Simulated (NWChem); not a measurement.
GeF3 cation

```xyz
4

F     -0.9986     1.3414     0.0000
Ge     0.0000     0.0000     0.0000
F     -0.6624    -1.5355     0.0000
F      1.6610     0.1941     0.0000
```
Atoms are numbered in this order, from 1.

Computed with NWChem. Geometry: optimised at B3LYP/6-31G* (spherical d). B3LYP is NWChem's, with the RPA form of VWN correlation. Field at 589 nm.

Predict the results for B3LYP/def2-SVP. Quantities: isotropic polarisability (bohr³); anisotropy (bohr³).


- isotropic polarisability (bohr³) = 18.5
- anisotropy (bohr³) = 8.8
